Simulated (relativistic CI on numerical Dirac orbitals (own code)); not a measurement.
Computed by Dirac-Coulomb-Breit CI, separate exchange-only KLI orbitals for each configuration, model QED (radiative potential, 1s self-energy scaled to tabulated hydrogen-like ionisation energies), unscaled Slater integrals (own radial code, finite nucleus).

The strongest absorption lines from the ground level of an ion, among the configurations computed and to levels below about 4520 eV (vacuum wavelength in nm, gf): 0.27556 (0.047), 0.27738 (0.031), 0.31720 (0.099), 0.32144 (0.069), 0.44130 (0.32), 0.45804 (0.25), 3.1684 (0.52), 8.8389 (0.086).

(1) Which ion is it?
A. Er⁵⁷⁺
B. Eu⁵²⁺
C. Ce⁴⁷⁺
D. Er⁵⁹⁺

Answers

(1) A. Er⁵⁷⁺ has 11 electrons and the ground level 3s ²S1/2; the strongest line goes to 3p ²P°3/2. The pattern of lines fixes the number of electrons, and along that sequence the line energies rise steadily with the charge (about as its square where n changes within one kind of shell, about linearly where n is kept but much faster in heavy ions where fine structure, which grows about as Z⁴, sets the gap, and irregularly where shells cross), which fixes Z. Configurations outside the model, such as inner-shell arrays, can give stronger lines. At this charge energies of transitions that change n are usually good to better than 1 %, and those within a shell (Δn = 0) to a few per cent.
